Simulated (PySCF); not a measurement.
`COC[C@H](F)C(=O)Br`, C₄H₆BrFO₂

Geometry:
```csv
atom,x (Å),y (Å),z (Å)
C1,-1.962,0.874,-0.014
O2,-0.639,0.531,0.323
C3,-0.192,-0.638,-0.314
C4,1.224,-0.939,0.194
F5,1.170,-1.671,1.349
C6,1.952,0.352,0.467
O7,2.352,0.796,1.476
Br8,2.232,1.312,-1.209
H9,-2.187,1.790,0.526
H10,-2.061,1.046,-1.092
H11,-2.661,0.087,0.290
H12,-0.838,-1.495,-0.073
H13,-0.175,-0.504,-1.407
H14,1.783,-1.540,-0.537
```

Computed with PySCF, GIAO CAM-B3LYP/pcSseg-1 magnetisability, rotational g tensor and spin-rotation constants, non-relativistic, gas phase. Geometry: GFN2-xTB.

The calculation is non-relativistic, which matters for the atoms heavier than Zn.

Question: Give the nuclear spin-rotation constants along the inertial axes (H = +C I·J) beside the isotropic shieldings.

Answer: Rotational constants 1.6889, 1.0048, 0.7566 GHz. A star marks the isotopologue with that one atom substituted, in its own axes.
| atom | isotope | Caa (kHz) | Cbb (kHz) | Ccc (kHz) | mean (kHz) | σ (ppm) |
| --- | --- | --- | --- | --- | --- | --- |
| F5 | 19F | 0.791 | 0.638 | 0.433 | 0.621 | 374.3 |
| Br8 | 79Br | 2.516 | 1.933 | 2.546 | 2.332 | 1644.5 |
| H9 | 1H | -0.179 | -0.096 | 0.035 | -0.080 | 27.7 |
| H10 | 1H | -0.141 | -0.036 | -0.036 | -0.071 | 28.4 |
| H11 | 1H | 0.054 | -0.108 | -0.069 | -0.041 | 28.4 |
| H12 | 1H | 0.064 | -0.102 | -0.075 | -0.038 | 27.9 |
| H13 | 1H | -0.127 | -0.032 | -0.036 | -0.065 | 27.5 |
| H14 | 1H | -0.142 | -0.106 | 0.034 | -0.071 | 26.4 |
| C1 | 13C* | 0.360 | 0.164 | 0.187 | 0.237 | 123.1 |
| O2 | 17O* | -0.116 | -0.073 | -0.040 | -0.076 | 317.9 |
| C3 | 13C* | 0.428 | 0.236 | 0.169 | 0.278 | 104.8 |
| C4 | 13C* | 0.399 | 0.264 | 0.230 | 0.298 | 84.3 |
| C6 | 13C* | 0.835 | 0.384 | 0.239 | 0.486 | -0.9 |
| O7 | 17O* | -0.855 | -0.423 | -0.582 | -0.620 | -293.8 |

For the geometry as given, no vibrational averaging.

Question: How do the rotational constants and the g tensor change when H9, H10, H11, H12, H13, H14 are replaced by deuterium?

Answer: Constants 1.5418, 0.9329, 0.7041 GHz; g -0.0178, -0.0084, -0.0107, against -0.0185, -0.0094, -0.0113 before.
